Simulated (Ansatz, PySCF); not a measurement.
Species: K2, charge 0, multiplicity 1. SMILES: [K][K]
Geometry: optimised at B3LYP-D3(BJ)/def2-TZVP (Ansatz, a program for electronic structure).

Wanted: vertical triplet-singlet gap, E(triplet) - E(singlet), in eV. Terms: frozen cores in correlated levels (noble-gas shells and the d and f shells of earlier blocks; the outer core of K, Ca and congeners matters and is frozen too); 6-311+G** with 5d; six Cartesian d functions in 6-31G* and its kin unless marked 5d; non-relativistic; each state is the SCF solution reached for its charge and spin; no spin-orbit coupling; LANL2DZ with its own core potentials from Na on; UHF or UKS for open shells. First-principles rows: single points at B3LYP-D3(BJ) geometries (Ansatz). The Hartree-Fock reference of [K][K] is unstable towards a lower, spin-broken solution. Levels can end on unlike triplets.

```json
[
 {"level": "HF/LANL2DZ", "program": "Ansatz", "vertical triplet-singlet gap, E(triplet) - E(singlet) (eV)": "0.15"},
 {"level": "HF/6-31G*", "program": "Ansatz", "vertical triplet-singlet gap, E(triplet) - E(singlet) (eV)": "0.16"},
 {"level": "HF/6-311+G**", "program": "Ansatz", "vertical triplet-singlet gap, E(triplet) - E(singlet) (eV)": "0.17"},
 {"level": "B3LYP/3-21G", "program": "Ansatz", "vertical triplet-singlet gap, E(triplet) - E(singlet) (eV)": "0.72"},
 {"level": "B3LYP/6-31G*", "program": "Ansatz", "vertical triplet-singlet gap, E(triplet) - E(singlet) (eV)": "0.70"},
 {"level": "M06-2X/LANL2DZ", "program": "PySCF", "vertical triplet-singlet gap, E(triplet) - E(singlet) (eV)": "0.90"},
 {"level": "MP2/6-31G*", "program": "Ansatz", "vertical triplet-singlet gap, E(triplet) - E(singlet) (eV)": "0.53"},
 {"level": "M06-2X/def2-TZVPD", "program": "PySCF", "vertical triplet-singlet gap, E(triplet) - E(singlet) (eV)": "0.83"},
 {"level": "wB97X-V/def2-TZVPD", "program": "Ansatz", "vertical triplet-singlet gap, E(triplet) - E(singlet) (eV)": "0.72"}
]
```

No value to compare with is used here. The 7 habitual levels span 0.15 (HF/LANL2DZ) to 0.90 eV (M06-2X/LANL2DZ); M06-2X/def2-TZVPD gives 0.83.

The levels are drawn from those run, B3LYP/6-31G* more often than the rest, none by its result; left out are runs that failed, that the program found above a lower state of the same kind, or whose <S^2> lies over 0.5 above the pure value.
